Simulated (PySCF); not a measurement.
B(All)(Cl)(OH) (C3H6BClO), SMILES C=CCB(O)Cl. Atoms are numbered in the order given.

```xyz
12

B      0.0634    -0.2341     0.8070
C      0.0778    -1.0612    -0.5420
C      0.1651    -0.1620    -1.7471
C      1.1793    -0.1298    -2.6160
H     -0.8682    -1.6350    -0.5807
H      0.9021    -1.7956    -0.5527
H     -0.6729     0.5327    -1.8773
H      2.0402    -0.8006    -2.5217
H      1.1847     0.5672    -3.4581
Cl    -1.2308     0.9556     1.0867
O      0.9774    -0.3534     1.7903
H      1.6686    -0.9977     1.5894
```

Geometry: B3LYP-D3(BJ)/def2-SVP. Other conformers were not sampled.

These are PBE0/def2-TZVP (PySCF) values and carry that method's errors.

ESP charges are fitted to the potential on shells at 1.4 to 2.0 van der Waals radii. Atomic charges (e):

```csv
atom,meta-Löwdin,ESP fit
B1,0.33,0.43
C2,-0.34,-0.44
C3,-0.09,0.11
C4,-0.28,-0.57
H5,0.14,0.14
H6,0.11,0.14
H7,0.12,0.08
H8,0.11,0.21
H9,0.13,0.20
Cl10,-0.12,-0.16
O11,-0.48,-0.58
H12,0.36,0.44
```

Computed Mayer and Wiberg (Löwdin basis) orders of the bonds:
| bond | Mayer | Wiberg |
|---|---|---|
| B1–C2 | 1.01 | 1.21 |
| C2–C3 | 0.98 | 1.21 |
| C3–C4 | 1.97 | 2.18 |
| C2–H5 | 0.92 | 0.78 |
| C2–H6 | 0.95 | 0.80 |
| C3–H7 | 0.94 | 0.82 |
| C4–H8 | 0.96 | 0.89 |
| C4–H9 | 0.96 | 0.89 |
| B1–Cl10 | 1.23 | 2.06 |
| B1–O11 | 1.42 | 2.07 |
| O11–H12 | 0.86 | 0.93 |
